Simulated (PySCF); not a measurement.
Point-charge models of `F[C@@H]1C[C@@H](C2CC2)C[C@@H]1F` against its computed dipole.

Coordinates (GFN2-xTB, Å) and charges (e) from the PBE0/pcSseg-1 density (PySCF):

| atom | x | y | z | Mulliken | IAO | Hirshfeld | ESP-fitted |
| --- | --- | --- | --- | --- | --- | --- | --- |
| F1 | -2.912 | -1.296 | 0.067 | -0.3339 | -0.3263 | -0.1148 | -0.2270 |
| C2 | -2.250 | -0.245 | -0.530 | +0.1426 | +0.1631 | +0.0540 | +0.1434 |
| C3 | -0.872 | -0.706 | -0.996 | -0.1045 | -0.2922 | -0.0793 | -0.2538 |
| C4 | 0.096 | -0.462 | 0.188 | -0.3167 | -0.1083 | -0.0168 | -0.1304 |
| C5 | 1.274 | 0.393 | -0.224 | -0.2591 | -0.1318 | -0.0402 | -0.0037 |
| C6 | 2.567 | 0.284 | 0.528 | -0.1761 | -0.2979 | -0.0912 | -0.2845 |
| C7 | 2.467 | -0.248 | -0.870 | -0.1749 | -0.2987 | -0.0915 | -0.3427 |
| C8 | -0.749 | 0.226 | 1.277 | -0.1203 | -0.2893 | -0.0852 | -0.2508 |
| C9 | -1.928 | 0.825 | 0.519 | +0.2082 | +0.1671 | +0.0539 | +0.3092 |
| F10 | -2.995 | 1.106 | 1.331 | -0.3234 | -0.3165 | -0.1177 | -0.2748 |
| H11 | -2.907 | 0.107 | -1.331 | +0.1020 | +0.1388 | +0.0434 | +0.0634 |
| H12 | -0.563 | -0.126 | -1.866 | +0.1282 | +0.1440 | +0.0433 | +0.0771 |
| H13 | -0.913 | -1.756 | -1.280 | +0.1400 | +0.1589 | +0.0461 | +0.1231 |
| H14 | 0.479 | -1.413 | 0.564 | +0.1099 | +0.1338 | +0.0419 | +0.1598 |
| H15 | 0.994 | 1.379 | -0.578 | +0.1099 | +0.1319 | +0.0407 | +0.1174 |
| H16 | 2.620 | -0.427 | 1.338 | +0.1257 | +0.1458 | +0.0464 | +0.1257 |
| H17 | 3.144 | 1.179 | 0.699 | +0.1282 | +0.1497 | +0.0470 | +0.1312 |
| H18 | 2.976 | 0.282 | -1.660 | +0.1277 | +0.1495 | +0.0466 | +0.1439 |
| H19 | 2.453 | -1.318 | -1.006 | +0.1243 | +0.1456 | +0.0461 | +0.1411 |
| H20 | -1.142 | -0.504 | 1.985 | +0.1353 | +0.1547 | +0.0416 | +0.1221 |
| H21 | -0.182 | 0.976 | 1.826 | +0.1313 | +0.1453 | +0.0424 | +0.0773 |
| H22 | -1.665 | 1.764 | 0.016 | +0.0954 | +0.1330 | +0.0433 | +0.0330 |

Q: What dipole does each set of charges give (1 e·Å = 4.803 D), and what does the density give?

A: The full density gives (2.58, 0.68, -1.62) D, 3.13 D in size; dipole vectors point from the negative to the positive end.

```csv
scheme,μx,μy,μz,size (D),share of the full size (%),angle to the full dipole (°)
Mulliken,4.33,1.15,-2.58,5.17,165,1
IAO,3.82,1.31,-2.82,4.93,158,5
Hirshfeld,1.65,0.36,-1.07,2.00,64,2
ESP-fitted,2.61,0.67,-1.63,3.15,101,0
```

Q: Which set comes closest?

A: Length of the difference vector: ESP-fitted 0.03 D, Hirshfeld 1.13 D, IAO 1.84 D, Mulliken 2.05 D. Closest: ESP-fitted. ESP charges are fitted to the potential around the molecule, whose slowest-falling term is the dipole's. The schemes that divide the density aren't constrained to reproduce the dipole.

Q: What is left for the Hirshfeld atoms' own dipoles?

A: The shares of the density sum to the whole, so what Σ q r misses lies in dipoles about the nuclei. The atomic dipoles sum to (2.58, 0.68, -1.62) − (1.65, 0.36, -1.07) = (0.93, 0.32, -0.55) D, 1.13 D in size.

Q: With the origin at the mean of the coordinates, (0.000, 0.001, 0.000) Å, which are the largest single terms, by size, of the ESP-fitted dipole along the direction of the full one?

A: C7 -4.01, F10 +3.86, F1 +2.97, C6 -2.61, C9 -2.50 D; all 22 atoms together +3.15 D. The single terms depend on the origin, their sum doesn't.

Q: Give the size of the full dipole in other units.

A: 3.13 D = 1.230 au = 0.651 e·Å = 10.42 × 10⁻³⁰ C·m.

Geometry: GFN2-xTB, one conformer, isolated molecule.

These values come from a run that also computed NMR shieldings. The run took 93 s on an Arm Neoverse N1 with one thread, shared host, and the process peaked at 1.1 GiB of memory.
